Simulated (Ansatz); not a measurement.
Cost and result for the atomization energy of CH$_{3}$AgS (`C[S][Ag]`) (6 atoms, 5 bonds).

The species carries charge 0 and has multiplicity 1. Correlated methods include outer-core shells of Ag, which these sets cover unevenly. Ag takes the def2 core potential. Geometry: relaxed with PBE0-D4/def2-TZVP. Program: Ansatz. Hardware: A = 2 threads of an AMD EPYC 7R13 on a shared host; B = 2 threads of an AMD EPYC 7R13 on a shared host and a share of an NVIDIA H100 80 GB. Times are those of one run each, without the atoms' runs, and a repeat can differ threefold. Electronic energies, without spin–orbit coupling; frozen cores. CCSD(T)/CBS adds CCSD(T) − MP2 in def2-TZVPP to the MP2 limit, and its time is that of the two runs behind it. T1 = 0.022. With those shells the extrapolation isn't a true limit. B3LYP takes the VWN-RPA correlation (the form of Gaussian; ORCA's B3LYP/G). HSE06 is the plane-wave form, built on full-range PBE exchange.

CCSD(T)/CBS is a level of theory with its own doubt, some kJ/mol a heavy atom from the limit and from the frozen cores, so smaller differences don't rank the functionals.

```
                                 level  functions  wall time
            LDA (SPW92)/def2-TZVPP [A]        171      1.7 s
               HSE06-D4/def2-TZVPP [A]        171      2.9 s
                PBE0-D4/def2-TZVPP [A]        171      3.1 s
                CCSD(T)/def2-TZVPP [B]        171      3.1 s
                BLYP-D4/def2-TZVPP [A]        171      3.4 s
 B3LYP-D4/def2-TZVPP (with forces) [A]        171      3.7 s
             r2SCANh-D4/def2-TZVPP [A]        171        4 s
                  CCSD(T)/def2-SVP [A]         78      4.7 s
               PBE-QIDH/def2-TZVPP [A]        171        5 s
r2SCAN-D4/def2-TZVPP (with forces) [A]        171      5.5 s
                 B2PLYP/def2-TZVPP [A]        171      5.5 s
                CCSD(T)/def2-QZVPP [B]        305        6 s
                     CCSD(T)/CBS(def2)          –      9.1 s
```

(1) What atomization energy does each give, and how far from CCSD(T)/CBS? (Best estimate.)

## Answers

(1) Computed: 
```csv
level,atomization (kcal/mol),difference from CCSD(T)/CBS,per bond
LDA (SPW92)/def2-TZVPP [A],500.1,66.6,13.3
HSE06-D4/def2-TZVPP [A],434.5,1.0,0.2
PBE0-D4/def2-TZVPP [A],434.1,0.6,0.1
CCSD(T)/def2-TZVPP [B],420.2,-13.3,-2.7
BLYP-D4/def2-TZVPP [A],431.9,-1.6,-0.3
B3LYP-D4/def2-TZVPP (with forces) [A],431.1,-2.4,-0.5
r2SCANh-D4/def2-TZVPP [A],432.9,-0.6,-0.1
CCSD(T)/def2-SVP [A],405.7,-27.8,-5.6
PBE-QIDH/def2-TZVPP [A],429.5,-4.0,-0.8
r2SCAN-D4/def2-TZVPP (with forces) [A],436.4,2.9,0.6
B2PLYP/def2-TZVPP [A],425.7,-7.8,-1.6
CCSD(T)/def2-QZVPP [B],427.7,-5.8,-1.2
CCSD(T)/CBS(def2),433.5,0.0,0.0
```

The D4 term adds +4.9 kcal/mol with B3LYP and +2.5 kcal/mol with PBE0; it sums over pairs of atoms, weighted by their polarisabilities, and B3LYP, whose exchange is more repulsive, gets the larger term. From r2SCAN to r2SCAN0 (25 % exact exchange), in def2-TZVPP and without D4, the atomization energy moves by −8.2 kcal/mol: exact exchange takes away binding that semilocal exchange gives to molecules. At CCSD(T), def2-SVP lies −27.9 kcal/mol from the extrapolated value and def2-TZVPP −13.3 kcal/mol: correlation converges slowly with the basis, and small sets miss more of it in the bonded molecule than in its fragments.
